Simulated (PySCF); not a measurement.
Deuteron quadrupole couplings in `C/C=C\[PH2+]CC(C)=O`

Compound: C₆H₁₂OP (charge +1).
Structure used (PBE0-D3(BJ)/def2-SVP), in Å, numbered top down from 1:
```xyz
20
C6H12OP angstrom
C     -3.1104   -1.1669   -0.0925
C     -2.3359    0.0947   -0.1522
C     -1.2161    0.4603    0.4985
P     -0.3360   -0.5335    1.6738
C      1.2682   -1.1813    1.1043
C      2.1607    0.0381    0.8846
C      3.5587   -0.1781    0.4197
O      1.6707    1.1223    1.1101
H     -2.6773   -1.9460    0.5484
H     -3.2245   -1.5777   -1.1088
H     -4.1335   -0.9532    0.2589
H     -2.7399    0.8549   -0.8334
H     -0.7594    1.4406    0.3355
H     -1.1138   -1.6494    2.0410
H     -0.1191    0.1692    2.8739
H      1.1230   -1.7623    0.1779
H      1.6830   -1.8717    1.8591
H      4.1149   -0.7747    1.1610
H      3.5672   -0.7505   -0.5214
H      4.0550    0.7892    0.2761
```

Level: PBE0/pcSseg-1 (PySCF, non-relativistic); Q(2H) = 0.00286 b; rigid geometry, the same for H and D, with no vibrational averaging.

Problem. Rank these positions by the coupling χzz of a deuteron there, largest first.
A. H14 (P–H hydrogen)
B. H16 (methylene hydrogen)
C. H19 (methyl hydrogen)
D. H9 (methyl hydrogen)

Solution. D (198 kHz), C (191 kHz), B (187 kHz), A (113 kHz).

Problem. Give the electric field gradient Vzz (the principal value of largest size), its asymmetry and the 2H coupling at each hydrogen.

Solution. 
```tsv
atom	bonded to	bond length (Å)	Vzz (au)	η	χzz (kHz)
H9	C1	1.098	0.2953	0.06	198
H10	C1	1.102	0.2824	0.04	190
H11	C1	1.103	0.2814	0.04	189
H12	C2	1.098	0.2829	0.04	190
H13	C3	1.094	0.2939	0.11	198
H14	P4	1.409	0.1687	0.03	113
H15	P4	1.408	0.1697	0.05	114
H16	C5	1.103	0.2781	0.05	187
H17	C5	1.104	0.2770	0.05	186
H18	C7	1.102	0.2837	0.05	191
H19	C7	1.102	0.2845	0.05	191
H20	C7	1.097	0.2889	0.03	194
```

Problem. Average by the element that carries the hydrogen.

Solution. on C: 191 kHz over 10 positions, mean bond length 1.100 Å; on P: 114 kHz over 2 positions, mean bond length 1.408 Å.

Problem. How does χzz go with the bond length over the 10 C–H bonds?

Solution. A straight-line fit has a slope of -10.2 kHz for each 0.01 Å, with a correlation coefficient of -0.84, over lengths from 1.094 to 1.104 Å. The longer bonds have the smaller couplings here.

Problem. A static deuteron (I = 1) shows a doublet split by (3/2)χ, (3/4)χ(1 + η) and (3/4)χ(1 − η) with the field along z, y and x of the gradient. What are these for H14?

Solution. With |χ| = 113.4 kHz and η = 0.029: 170, 87 and 83 kHz, to first order and without motion.

Geometry: PBE0-D3(BJ)/def2-SVP, one conformer, isolated ion. These gradients aren't converged with respect to the basis.
